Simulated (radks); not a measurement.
Values are calculated unless marked as measured or tabulated.
Question: All-electron atom: Cd V in [Kr] 4d7 5s1 (not the ground configuration). Code: a radial shooting solver on a logarithmic mesh with Libxc functionals. Model: Dirac Kohn-Sham, PBEsol, spin-unpolarised, spherical densities, finite nucleus; open shells are shared between the two j in proportion to 2j + 1; Fermi nuclear charge, rms radius 4.6087 fm. Some entries of the table are withheld. Estimate them.

| orbital | occ. | eigenvalue (hartree) | r(max) (bohr) |
|---|---|---|---|
| 1s1/2 | 2 | -975.9153 | 0.01968 |
| 2s1/2 | 2 | (1) | 0.1114 |
| 2p1/2 | 2 | -136.8754 | 0.08598 |
| 2p3/2 | 4 | -129.8090 | 0.09033 |
| 3s1/2 | 2 | -29.21343 | 0.3242 |
| 3p1/2 | 2 | -25.22396 | 0.3105 |
| 3p3/2 | 4 | -23.96068 | 0.3205 |
| 3d3/2 | 4 | -16.89642 | (2) |
| 3d5/2 | 6 | -16.63941 | (3) |
| 4s1/2 | 2 | -6.07525 | 0.7915 |
| 4p1/2 | 2 | -4.77309 | 0.8219 |
| 4p3/2 | 4 | -4.54698 | 0.8457 |
| 4d3/2 | 2.8 | -2.49955 | 0.9404 |
| 4d5/2 | 4.2 | -2.46737 | 0.9492 |
| 5s1/2 | 1 | -1.70407 | 1.908 |
| 5p1/2 | 0 | -1.37195 | 2.123 |
| 5p3/2 | 0 | -1.33623 | 2.179 |
| 6s1/2 | 0 | -0.78010 | 3.992 |

Answer: 
(1) 2s1/2 eigenvalue (hartree): -146.8311
(2) 3d3/2 r(max) (bohr): 0.2639
(3) 3d5/2 r(max) (bohr): 0.2668
